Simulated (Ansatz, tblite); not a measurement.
Removing an electron: [GeCl3]- (GeCl3⁻). The state is a singlet with charge -1. Geometry: PBE0-D4/def2-SVPD. Ansatz, gas phase; energy differences of separate SCF runs; the oxidised species was run as a doublet alone.

```xyz
4

Ge    0.651    0.554    0.134
Cl   -1.160    0.528    1.593
Cl    1.067   -1.734    0.124
Cl   -0.558    0.652   -1.851
```

The xTB rows come from tblite.

| level | −HOMO (eV) | vertical IE (eV) | −LUMO (eV) | HOMO–LUMO gap (eV) |
| --- | --- | --- | --- | --- |
| GFN2-xTB | 6.33 | 8.92 | 0.50 | 5.83 |
| PBE-D4/def2-TZVPD | 1.59 | 4.24 | -2.80 | 4.40 |
| PBE0-D4/def2-TZVPD | 2.58 | 4.42 | -3.47 | 6.05 |

**Question.** Estimate the rows for GFN1-xTB, r2SCAN-D4/def2-TZVPD.

**Answer.** 
```json
{"level": "GFN1-xTB", "−HOMO (eV)": "5.77", "vertical IE (eV)": "8.49", "−LUMO (eV)": "0.82", "HOMO–LUMO gap (eV)": "4.95"}
{"level": "r2SCAN-D4/def2-TZVPD", "−HOMO (eV)": "1.80", "vertical IE (eV)": "4.34", "−LUMO (eV)": "-3.16", "HOMO–LUMO gap (eV)": "4.96"}
```

 Raw xTB energy differences between charge states are shifted by several eV; the methods need an empirical correction for them.
